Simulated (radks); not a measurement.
The numbers below are computed, except where a source is named.
Charge is removed step by step from the 3d up level of Fe3+, starting from [Ar] 3d(up 5, down 0). Code: a radial shooting solver on a logarithmic mesh with Libxc functionals. Model: scalar-relativistic Kohn-Sham, PBEsol, spin-polarised, spherical densities, finite nucleus; Fermi nuclear charge, rms radius 3.7377 fm.

| removed (e) | E - E(0) (eV) | eigenvalue (eV) | E minus straight line (eV) |
|---|---|---|---|
| 0 | 0.000 | -45.156 | 0.000 |
| 0.25 | 11.888 | -49.973 | -1.870 |
| 0.5 | 24.998 | -54.938 | -2.517 |
| 0.75 | 39.367 | -60.045 | -1.906 |
| 1 | 55.031 | -65.289 | 0.000 |

Removing the whole electron costs 55.031 eV by Delta-SCF, against 45.156 eV from minus the eigenvalue at the starting occupation. Slater's transition state (half an electron removed) gives 54.938 eV. Integrating minus the eigenvalue over the occupation (Janak's theorem) gives 55.033 eV. In this scalar-relativistic scheme the density is built from large components alone, so the theorem holds only approximately. The mean slope of the eigenvalue, de/dn, is 20.1 eV per electron. Ionisation energy of Fe3+ in the NIST Atomic Spectra Database: 54.91 eV (measured).
